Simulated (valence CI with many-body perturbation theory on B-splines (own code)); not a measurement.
**Zn14+: electric-dipole lines**

Computed by configuration interaction combined with many-body perturbation theory (CI+MBPT): six valence electrons over a frozen Dirac-Fock core [Ne], radial functions for each j: 9 s, 9 p, 8 d, 6 f, 3 g, 1 h, with the one-electron correlation potential Σ1 (screened to all orders), the two-electron term Σ2, the three-electron term Σ3, Breit, model QED; selected single and double excitations, second order for the rest, scaled by the run's own slope (own B-spline code, finite nucleus).

No measured levels were compared; by estimate levels of excited configurations hold to 0.05 to 0.15 % of their energy, terms of the ground configuration to about 0.5 %. Among the levels kept, up to 1400 cm⁻¹ of a level comes from second order outside the variational space, and about a tenth of that is noise between levels of different J, which matters for small intervals.

Lines 1 to 50 of 93 in falling wavelength, among levels below 88.885 eV, chosen from the strongest by gf and those to the six lowest levels. Wavelengths and rates use the calculated energies, so an error of 300 cm⁻¹ moves a line at 35.81 nm by 0.11 % and its rate by three times that or more. Electric multipoles are in the length gauge, E1 and E2 with the static RPA response of the core. Weak lines are less certain than strong ones. Lines between different terms over intervals too small for the method are left out, as are lines whose strength nearly cancels. The highest levels of a list are the least certain.

Names give the largest LS component (configuration and term), which can be under half, so a name can repeat, a term be missing and a line seem to break the LS rules; names also repeat where a configuration has a term twice. Letters in brackets count levels of one name in rising energy.

```tsv
λ vac (nm)	Upper	Lower	A (s⁻¹)	S (a.u.)
35.81	3s 3p5 3P°_1	3s2 3p4 1S_0	5.99e+07	4.07e-03
31.19	3s 3p5 3P°_2	3s2 3p4 1D_2	2.37e+08	1.77e-02
29.42	3s 3p5 3P°_1	3s2 3p4 1D_2	3.16e+07	1.19e-03
28.53	3s 3p5 3P°_2	3s2 3p4 3P_1	1.11e+09	6.35e-02
27.45	3s 3p5 1P°_1	3s2 3p4 1S_0	4.76e+08	1.46e-02
27.04	3s 3p5 3P°_1	3s2 3p4 3P_1	1.21e+09	3.54e-02
26.87	3s 3p5 3P°_1	3s2 3p4 3P_0	1.53e+09	4.39e-02
26.35	3s 3p5 3P°_2	3s2 3p4 3P_2	3.63e+09	1.64e-01
26.04	3s 3p5 3P°_0	3s2 3p4 3P_1	5.34e+09	4.65e-02
25.63	3s2 3p3 3d 5D°_1	3s2 3p4 1S_0	3.18e+05	7.93e-06
25.08	3s 3p5 3P°_1	3s2 3p4 3P_2	2.79e+09	6.50e-02
23.53	3s 3p5 1P°_1	3s2 3p4 1D_2	1.18e+10	2.28e-01
23.20	3s2 3p3 3d 3D°_1 [a]	3s2 3p4 1S_0	6.30e+06	1.17e-04
22.19	3s2 3p3 3d 5D°_2	3s2 3p4 1D_2	2.87e+06	7.74e-05
22.19	3s2 3p3 3d 5D°_1	3s2 3p4 1D_2	9.63e+06	1.56e-04
22.17	3s2 3p3 3d 5D°_3	3s2 3p4 1D_2	1.20e+06	4.51e-05
21.98	3s 3p5 1P°_1	3s2 3p4 3P_1	8.16e+07	1.28e-03
21.87	3s 3p5 1P°_1	3s2 3p4 3P_0	1.37e+06	2.12e-05
20.92	3s2 3p3 3d 3D°_2 [a]	3s2 3p4 1D_2	4.18e+07	9.44e-04
20.83	3s2 3p3 3d 5D°_0	3s2 3p4 3P_1	4.14e+08	1.85e-03
20.81	3s2 3p3 3d 5D°_2	3s2 3p4 3P_1	8.63e+05	1.92e-05
20.80	3s2 3p3 3d 5D°_1	3s2 3p4 3P_1	1.09e+08	1.45e-03
20.70	3s2 3p3 3d 5D°_1	3s2 3p4 3P_0	5.49e+07	7.21e-04
20.67	3s 3p5 1P°_1	3s2 3p4 3P_2	7.91e+08	1.03e-02
20.48	3s2 3p3 3d 3D°_3 [a]	3s2 3p4 1D_2	1.26e+06	3.73e-05
20.34	3s2 3p3 3d 3D°_1 [a]	3s2 3p4 1D_2	5.11e+04	6.37e-07
20.14	3s2 3p3 3d 3F°_2 [a]	3s2 3p4 1D_2	5.35e+03	1.08e-07
19.92	3s2 3p3 3d 3F°_3 [a]	3s2 3p4 1D_2	2.81e+07	7.67e-04
19.85	3s2 3p3 3d 3D°_1 [b]	3s2 3p4 1S_0	1.34e+08	1.55e-03
19.69	3s2 3p3 3d 3D°_2 [a]	3s2 3p4 3P_1	2.20e+07	4.15e-04
19.62	3s2 3p3 3d 5D°_2	3s2 3p4 3P_2	2.71e+08	5.05e-03
19.62	3s2 3p3 3d 5D°_1	3s2 3p4 3P_2	2.98e+08	3.33e-03
19.61	3s2 3p3 3d 5D°_3	3s2 3p4 3P_2	1.01e+08	2.63e-03
19.47	3s2 3p3 3d 3P°_1 [a]	3s2 3p4 1S_0	3.70e+06	4.04e-05
19.17	3s2 3p3 3d 3D°_1 [a]	3s2 3p4 3P_1	4.04e+07	4.21e-04
19.09	3s2 3p3 3d 3D°_1 [a]	3s2 3p4 3P_0	8.01e+04	8.25e-07
19.00	3s2 3p3 3d 3F°_2 [a]	3s2 3p4 3P_1	5.46e+06	9.23e-05
18.99	3s2 3p3 3d 3G°_3	3s2 3p4 1D_2	1.47e+08	3.48e-03
18.84	3s2 3p3 3d 1S°_0	3s2 3p4 3P_1	1.31e+08	4.31e-04
18.63	3s2 3p3 3d 3D°_2 [a]	3s2 3p4 3P_2	1.70e+08	2.71e-03
18.27	3s2 3p3 3d 3D°_3 [a]	3s2 3p4 3P_2	2.97e+05	6.25e-06
18.16	3s2 3p3 3d 3D°_1 [a]	3s2 3p4 3P_2	1.10e+08	9.76e-04
18.02	3s2 3p3 3d 1D°_2	3s2 3p4 1D_2	1.14e+09	1.65e-02
18.00	3s2 3p3 3d 3F°_2 [a]	3s2 3p4 3P_2	1.62e+08	2.34e-03
17.83	3s2 3p3 3d 3F°_3 [a]	3s2 3p4 3P_2	4.43e+07	8.67e-04
17.72	3s2 3p3 3d 3D°_1 [b]	3s2 3p4 1D_2	1.14e+09	9.40e-03
17.54	3s2 3p3 3d 3P°_1 [b]	3s2 3p4 1S_0	9.70e+08	7.75e-03
17.41	3s2 3p3 3d 3P°_1 [a]	3s2 3p4 1D_2	1.32e+09	1.03e-02
17.36	3s2 3p3 3d 3S°_1	3s2 3p4 1S_0	1.50e+09	1.16e-02
17.24	3s2 3p3 3d 3D°_2 [b]	3s2 3p4 1D_2	8.83e+07	1.12e-03
```
